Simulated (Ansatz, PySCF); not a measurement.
GeH7NSi2, SMILES [NH]1[SiH2][SiH2][GeH2]1. Atoms are numbered in the order given.

```xyz
11

N     -1.4343    -0.2562     0.0000
Si    -0.5459    -1.7595     0.0000
Si     1.4585    -0.5187     0.0000
Ge    -0.2394     1.1733     0.0000
H     -2.4448    -0.1588     0.0000
H     -0.7786    -2.6268     1.2015
H     -0.7786    -2.6268    -1.2015
H      2.3149    -0.5819    -1.2223
H      2.3149    -0.5819     1.2223
H     -0.4055     2.0631    -1.2529
H     -0.4055     2.0631     1.2529
```
Charge 0, spin multiplicity 1.

The structure is a stationary point at PBE0-D3(BJ)/def2-SVP. The structure was generated by enumeration, and PubChem lists no compound with its InChIKey, so it may never have been made.

Two levels are set side by side: PBE-D3(BJ)/def2-SVP (Ansatz, a quantum-chemistry and plane-wave program) and PBE0-D3(BJ)/def2-SVP (Ansatz). Each level has its own optimised geometry; the coordinates shown are those of the second. Frequencies come from the Hessian of PySCF at each geometry. Differences are taken from unrounded values.

```csv
quantity,PBE0-D3(BJ),PBE-D3(BJ),PBE-D3(BJ) minus PBE0-D3(BJ)
mean bond length (Å),1.678,1.690,0.012
bond N1–Si2 (Å),1.746,1.759,0.013
bond N1–Ge4 (Å),1.863,1.881,0.018
bond Si2–Si3 (Å),2.357,2.366,0.008
bond Si3–Ge4 (Å),2.397,2.410,0.013
bond N1–H5 (Å),1.015,1.024,0.009
bond Si2–H6 (Å),1.500,1.512,0.012
bond Si2–H7 (Å),1.500,1.512,0.012
bond Si3–H8 (Å),1.494,1.504,0.011
bond Si3–H9 (Å),1.494,1.504,0.011
bond Ge4–H10 (Å),1.546,1.560,0.014
bond Ge4–H11 (Å),1.546,1.560,0.014
highest harmonic wavenumber (cm⁻¹),3636,3513,-123
mean harmonic wavenumber (cm⁻¹),1077,1036,-41
zero-point energy (kcal/mol),41.55,39.97,-1.58
```

GGA bonds tend to be longer and softer than those of functionals with exact exchange. Differences between two approximate levels are no errors against the true value.
